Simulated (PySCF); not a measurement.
H₃NOS₂W, multiplicity 1. Atoms are numbered in the order given.

```xyz
8

W      0.1144     0.0936    -0.1378
N      0.8777    -0.8524    -1.4095
H      1.5787    -1.5270    -1.7370
S      1.0978    -0.2135     1.7609
O      0.1226     1.9446    -0.5843
H      0.3500     2.2761    -1.4727
S     -2.0421    -0.8504    -0.0819
H     -2.4109    -0.2447     1.0871
```
Charge 0, spin multiplicity 1.

The structure is a stationary point at PBE-D3(BJ)/def2-SVP. The multiplicity is an assumed one; no other spin state was optimised. The structure was generated by enumeration; whether it is a known compound was not checked. The def2 effective core potentials stand for the cores of W; spin–orbit coupling is left out. One conformer was computed; it need not be the lowest.

These are TDA-PBE0/def2-SVPD (PySCF) values and carry that method's errors.

Vertical excitations. The molecule is in vacuum.

| state | energy (eV) | λ (nm) | f | main pairs |
|---|---|---|---|---|
| S1 | 3.57 | 347 | 0.000 | HOMO−1→LUMO 82 %, HOMO−1→LUMO+1 13 % |
| S2 | 3.84 | 323 | 0.003 | HOMO→LUMO+1 41 %, HOMO−1→LUMO+1 39 %, HOMO−1→LUMO 11 %, HOMO→LUMO 7 % |
| S3 | 3.95 | 314 | 0.028 | HOMO→LUMO 46 %, HOMO→LUMO+1 33 %, HOMO−1→LUMO+1 10 % |
| S4 | 4.33 | 286 | 0.037 | HOMO−1→LUMO+1 25 %, HOMO→LUMO 24 %, HOMO→LUMO+1 17 %, HOMO−2→LUMO+1 6 % |
| S5 | 4.61 | 269 | 0.003 | HOMO−2→LUMO 57 %, HOMO−3→LUMO 13 %, HOMO−1→LUMO+2 12 %, HOMO−2→LUMO+1 11 % |
| S6 | 4.77 | 260 | 0.007 | HOMO→LUMO+2 42 %, HOMO−2→LUMO+1 35 % |
| S7 | 4.84 | 256 | 0.002 | HOMO−1→LUMO+2 65 %, HOMO→LUMO+2 14 % |
| S8 | 4.95 | 251 | 0.023 | HOMO−2→LUMO+1 30 %, HOMO→LUMO+2 30 %, HOMO−1→LUMO+3 11 %, HOMO−2→LUMO 8 % |
| S9 | 5.06 | 245 | 0.002 | HOMO−3→LUMO 38 %, HOMO−3→LUMO+1 19 %, HOMO−1→LUMO+3 16 %, HOMO→LUMO+3 6 % |
| S10 | 5.21 | 238 | 0.012 | HOMO−3→LUMO+1 33 %, HOMO−4→LUMO 33 %, HOMO→LUMO+3 11 %, HOMO−3→LUMO 10 % |
| T1 | 3.09 | 401 | 0 | HOMO→LUMO 73 % |
| T2 | 3.26 | 380 | 0 | HOMO−1→LUMO 71 %, HOMO−1→LUMO+1 17 % |
| T3 | 3.38 | 367 | 0 | HOMO−1→LUMO+1 70 %, HOMO−1→LUMO 15 % |
| T4 | 3.58 | 346 | 0 | HOMO→LUMO+1 72 %, HOMO→LUMO 11 % |
Triplets are in the Tamm–Dancoff approximation.
